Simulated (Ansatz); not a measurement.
Reaction (cleavage of the Al–B bond): `CO[B]([AlH2])[SiH3]` + H₂S → `[AlH2][SH]` + `COB[SiH3]`

Program: Ansatz. Geometries: PBE0-D4/def2-TZVP. ΔE: electronic, gas phase. CCSD(T)/CBS adds triple-zeta CCSD(T) − MP2 to the extrapolated MP2 energy (def2 sets, frozen cores). This one scheme is used for every species. Functionals use def2-TZVPP. One conformer a species, not always the lowest.

`CO[B]([AlH2])[SiH3]`:

```xyz
13

C    -1.460   -0.508    1.642
O    -0.820    0.478    0.861
B     0.087    0.214   -0.098
Al    0.860   -1.708   -0.699
Si    0.800    1.848   -1.094
H    -2.536   -0.459    1.466
H    -1.261   -0.309    2.696
H    -1.094   -1.510    1.386
H     0.344   -2.433   -2.022
H     2.097   -2.375    0.057
H     2.237    1.647   -1.447
H     0.678    3.138   -0.358
H     0.067    1.976   -2.390
```

H₂S:

Z-matrix (Å, degrees):
```
S
H 1 1.341
H 1 1.341 2 92.3
```

`[AlH2][SH]`:

Z-matrix (Å, degrees):
```
Al
S 1 2.181
H 1 1.579 2 116.5
H 1 1.581 2 118.9 3 -180.0
H 2 1.344 1 93.7 3 180.0
```

`COB[SiH3]`:

Cartesian coordinates in Å:
```
C 1.126 -0.010 -1.809
O 0.335 0.428 -0.718
B -0.058 -0.395 0.264
Si -1.190 0.342 1.772
H 2.052 0.567 -1.824
H 0.579 0.176 -2.735
H 1.356 -1.076 -1.724
H 0.275 -1.556 0.220
H -2.494 -0.381 1.827
H -0.512 0.106 3.080
H -1.469 1.799 1.647
```

```csv
level,ΔE (kJ/mol)
ωB97X-V,-160.5
HF/def2-QZVPP,-177.5
SCS-MP2/def2-QZVPP,-169.7
HF/CBS(def2),-177.5
```

Q: What does CCSD(T)/CBS give? (Best estimate.)

A: Computed: -162.0 kJ/mol. The listed levels differ from it by 1.5, -15.5, -7.7, -15.5 kJ/mol.

Largest T1 diagnostic among the species: 0.015.

From PBE to PBE0 (25 % exact exchange), in def2-TZVPP and without D4, ΔE moves by −6.6 kJ/mol. The D4 term adds +5.4 kJ/mol with B3LYP and +3.3 kJ/mol with PBE0; it sums over pairs of atoms, weighted by their polarisabilities, and B3LYP, whose exchange is more repulsive, gets the larger term.

B3LYP here is the variant with VWN-RPA as its local correlation; programs differ in this.
